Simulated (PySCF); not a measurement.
hexafluoroacetone (C₃F₆O), SMILES O=C(C(F)(F)F)C(F)(F)F. Geometry optimised at PBE-D3(BJ)/def2-SVP.

Computed equilibrium geometry at PBE-D3(BJ)/def2-SVP (PySCF confirms it by a frequency run) as a Z-matrix, and its point group:
point group C2.
```
C
O 1 1.2041
C 1 1.5588 2 121.85
F 3 1.3351 1 110.20 2 18.22
F 3 1.3477 4 109.14 1 -121.70
F 3 1.3480 4 109.02 5 -118.56
C 1 1.5588 2 121.85 3 -180.00
F 7 1.3351 1 110.20 2 18.22
F 7 1.3477 8 109.14 1 -121.70
F 7 1.3480 8 109.02 9 -118.56
```
Charge 0, spin multiplicity 1.
